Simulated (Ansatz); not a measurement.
Input file for Ansatz (an electronic-structure program): U-CCSD(T)/cc-pV(Q+d)Z on O2 (SMILES O=O). The basis file is the Basis Set Exchange's JSON of that set.

Ansatz 0.2 input:
```yaml
crystal:
  periodic: [false, false, false]
  atoms:
    - {symbol: O, position_ang: [-0.60212601, -0.00000000, -0.00000000]}
    - {symbol: O, position_ang: [0.60212601, 0.00000000, 0.00000000]}
basis:
  gaussian:
    orbitals: cc-pV_Q+d_Z.json
magnetization: {spin_polarized: true, initial_magnetization: 2}
correlation: {method: ccsd_t, electrons: outside_noble_gas}
scf: {omitted_lower_state_checks: [cluster_reference]}
```

Output:

```
WARN ansatz: RAYON_NUM_THREADS=1 ignored (pool sized by the plan → 1); use --threads N
Functional definition: HF
these checks for a lower state are left out or cut short: cluster_reference
integrals: 0.23 GiB planned
691 factors; integrals over basis functions are off by at most 1.1e-3 eV
mean field: 0.23 GiB planned
mean field evaluation 1: about -4072.4311 eV, gradient 1.4e1 eV
mean field evaluation 2: about -4072.4325 eV, gradient 1.4e1 eV
mean field evaluation 4: about -4073.1979 eV, gradient 1.6e0 eV
mean field evaluation 8: about -4073.2169 eV, gradient 1.5e-4 eV
mean field evaluation 16: about -4073.2161 eV, gradient 1.2e-1 eV
mean field -4073.21686273 eV, -149.6879587798 hartree, gradient 2.4e-6 eV, S^2 2.046260; 2 other end points of the search recorded, 0 dependent functions left out
2 core orbitals not correlated
reference -4073.21686273 eV, -149.6879587798 hartree; 7, 5 occupied and 101, 103 virtual orbitals, 691 factors
second order -12.71343805 eV of doubles, -0.00000000 eV of singles
coupled cluster: 0.63 GiB planned
cycle   1  -12.20385480 eV  change    5.1e-1 eV  update   8.4e-2
cycle   2  -12.61772994 eV  change   -4.1e-1 eV  update   2.5e-2
cycle   3  -12.68097774 eV  change   -6.3e-2 eV  update   1.1e-2
cycle   4  -12.67831198 eV  change    2.7e-3 eV  update   1.8e-3
cycle   5  -12.67763615 eV  change    6.8e-4 eV  update   4.8e-4
cycle   6  -12.67774316 eV  change   -1.1e-4 eV  update   1.3e-4
cycle   7  -12.67782240 eV  change   -7.9e-5 eV  update   3.6e-5
cycle   8  -12.67784234 eV  change   -2.0e-5 eV  update   1.0e-5
cycle   9  -12.67783533 eV  change    7.0e-6 eV  update   2.4e-6
perturbative correction -0.54450442 eV, -0.0200101685 hartree
Total energy: -4086.43920249 eV, -150.1738708035 hartree
Checks for a lower state left out: cluster_reference
```

The run converged.

Cost: around 12 core-seconds (rough).
